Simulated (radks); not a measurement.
K, configuration [Ar] 4s1 (the NIST ground configuration).

All-electron calculation, non-relativistic Kohn-Sham, TPSS, spin-polarised, spherical densities, point nucleus; open shells are filled with parallel spins first; meta-GGA in the generalised Kohn-Sham scheme. Program: a radial shooting solver on a logarithmic mesh with Libxc functionals.

Energy parts (eV):
| part | energy |
|---|---|
| total | -16325.229 |
| kinetic | 16307.808 |
| electron-nucleus | -38731.652 |
| Hartree | 7008.706 |
| exchange-correlation | -910.091 |

Orbitals (lengths in bohr, moments of r in powers of bohr; r(90%) holds 90 % of the orbital's charge):
orbital  occ.  eigenvalue (eV)     <r^2>      <r>  r(90%)
1s up       1        -3515.081  0.008916  0.08148   0.145
1s down     1        -3515.069  0.008916  0.08148   0.145
2s up       1        -352.6169    0.1795   0.3893   0.606
2s down     1        -352.6035    0.1795   0.3893   0.606
2p up       3        -280.7223    0.1529   0.3513   0.580
2p down     3        -280.7093    0.1529   0.3513   0.580
3s up       1         -35.6784     1.881    1.275    1.92
3s down     1         -35.6199     1.878    1.274    1.92
3p up       3         -19.1003     2.443    1.434    2.23
3p down     3         -19.0312     2.433    1.432    2.23
4s up       1          -2.4691     29.17    5.047    7.54
4p up       0          -0.9584     54.84    6.872    10.5

The highest occupied level is 4s up at -2.469 eV. The electron density at the nucleus is 4543 e/bohr^3. Summed over all electrons, <r^2> = 48.85 bohr^2, which gives a Langevin (diamagnetic) susceptibility term of -38.7 x 10^-6 cm^3/mol. The spin density at the nucleus is 0.9175 e/bohr^3 (1s 0.0148, 2s 0.0040, 3s -0.0096, 4s 0.9084), a Fermi contact field of 48.1 T.
